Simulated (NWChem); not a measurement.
C₄H₃Br; SMILES C#CC(=C)Br

Program: NWChem. Geometry: optimised at PBE0/def2-SVP. Level: M05-2X/def2-SVP with SMD (1 M gas to 1 M solution), gas-phase geometry.

**Question.** Order these by “cavity-dispersion-structure term (kcal/mol)”, lowest first: 2-propanol; n-hexane; water.

**Answer.** n-hexane (-2.0), 2-propanol (0.3), water (3.9)
